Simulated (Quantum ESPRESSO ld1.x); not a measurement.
Question: These are the eigenvalues of the occupied orbitals of an atom or ion with whole-number occupations (hartree). All-electron calculation, scalar-relativistic Kohn-Sham, revPBE, spin-unpolarised, spherical densities, point nucleus. Program: ld1.x of Quantum ESPRESSO 7.5.

1s: -2198.02
2s: -441.571
2p: -401.002
3s: -158.200
3p: -145.841
3d: -131.827

Which element is it, and in what charge state? The configuration may be excited.

Answer: Z = 68, erbium, charge +44: Er44+ in [Ar] 3d6. The list shows which subshells hold electrons but not how many an open one holds; the 1s level, -2198 hartree, gives Z - s = 66.3 by -(Z - s)^2/2, which with screening and relativity narrows Z to a few neighbours, and the depths of the outer levels then fix element, charge and occupations together.
